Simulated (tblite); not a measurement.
Compound: C4H10ClFSi2.
Cartesian coordinates in Å at the GFN2-xTB level; atoms count from 1:
```xyz
18
C4H10ClFSi2 angstrom
C     -2.6903    1.0078   -0.2202
C     -2.3063   -0.2109    0.1117
C     -1.4698   -1.0933   -0.7530
Si     0.3370   -1.1696   -0.1417
Cl     1.3519   -2.5065   -1.2637
C      1.1253    0.5724   -0.3181
F      0.7611    1.0907   -1.5705
Si     3.0348    0.7246   -0.1767
H     -2.4232    1.4431   -1.1693
H     -3.2829    1.6199    0.4381
H     -2.5767   -0.6262    1.0739
H     -1.8898   -2.1008   -0.7631
H     -1.4829   -0.7180   -1.7784
H      0.4471   -1.5646    1.2638
H      0.6483    1.2435    0.4044
H      3.6420   -0.0803   -1.2317
H      3.3886    0.2378    1.1573
H      3.3771    2.1366   -0.3392
```

Computed with GFN2-xTB (tblite): harmonic, unscaled wavenumbers at the GFN2-xTB geometry, gas phase. Errors from tens to a few hundred cm⁻¹ against measured bands are possible. Modes of hydrogen on silicon can be 10 to 20 % off. One conformer, not necessarily the lowest.

Harmonic wavenumbers (cm⁻¹): 27.2, 36.2, 52.1, 93.8, 107.2, 117.2, 126.9, 187.6, 236.3, 264.3, 346.9, 413.1, 465.9, 513.3, 548.1, 592.9, 611.7, 639.8, 665.8, 751.2, 760.4, 773.1, 781.9, 797.1, 825.1, 891.3, 954.5, 978.1, 1022.1, 1050.8, 1075.9, 1179.6, 1212.6, 1260.6, 1296.7, 1409.6, 1449.8, 1711.9, 2245.4, 2271.7, 2285.5, 2309.9, 2906.2, 2966.8, 2974.7, 3051.6, 3099.9, 3126.7.

A = 1341, B = 835.7, C = 585.0 MHz; mass 167.999 u (most abundant isotopes); point group C1, symmetry number 1.

Zero-point energy?

½Σν̃ = 26734 cm⁻¹ = 319.80 kJ/mol.

Entropy at 298.15 K, 1 bar (ideal gas, RRHO, classical rotation)?

Translation 172.76, rotation 127.92, vibration 178.78: S = 479.5 J/(mol K).

And Cp and H(298.15 K) − H(0)?

Cp = 188.45 J/(mol K), of which vibrations give 155.19 (their classical limit is 48 R = 399.1); H(298.15 K) − H(0) = 35.38 kJ/mol without the zero-point energy, 25.46 from vibrations.

Blend soft modes into free rotors: weight 1/[1 + (100 cm⁻¹/ν̃)⁴] for the oscillator and the rest for a rotor with moment μB/(μ + B), μ = h/(8π²ν), B = 10⁻⁴⁴ kg m². What vibrational entropy results?

156.09 J/(mol K) in place of 178.78, which changes −T·S at 298.15 K by +6.77 kJ/mol.

How do the functions run with temperature in this model?

| T (K) | S (J/(mol K)) | Cp (J/(mol K)) | H − H(0) (kJ/mol) | G − H(0) (kJ/mol) | ln q(vib) |
| --- | --- | --- | --- | --- | --- |
| 150 | 375.7 | 120.8 | 12.43 | -43.93 | 5.81 |
| 250 | 448.2 | 167.1 | 26.81 | -85.23 | 9.55 |
| 400 | 540.5 | 227.6 | 56.64 | -159.57 | 14.64 |
| 600 | 643.9 | 282.0 | 108.01 | -278.34 | 20.83 |
| 900 | 768.6 | 332.2 | 200.80 | -490.98 | 29.03 |

q(vib) and H(0) count from the zero-point level.

What must be added to the electronic energy to get the Gibbs energy at 298.15 K and 1 bar?

ZPE + [H(298.15 K) − H(0)] − T·S = 319.80 + 35.38 − 142.95 = 212.23 kJ/mol.

Which modes carry the vibrational entropy at 298.15 K?

27.2 cm⁻¹: 25.20; 36.2 cm⁻¹: 22.83; 52.1 cm⁻¹: 19.82; 93.8 cm⁻¹: 14.98; 107.2 cm⁻¹: 13.89; 117.2 cm⁻¹: 13.16 J/(mol K); the other 42 give 68.91 together.

Hindered rotation and anharmonicity are outside this model. Other conformers, if any are populated, would add a mixing term that is left out. The structure is chiral; the term R ln 2 for an equal mix with its mirror image is left out.
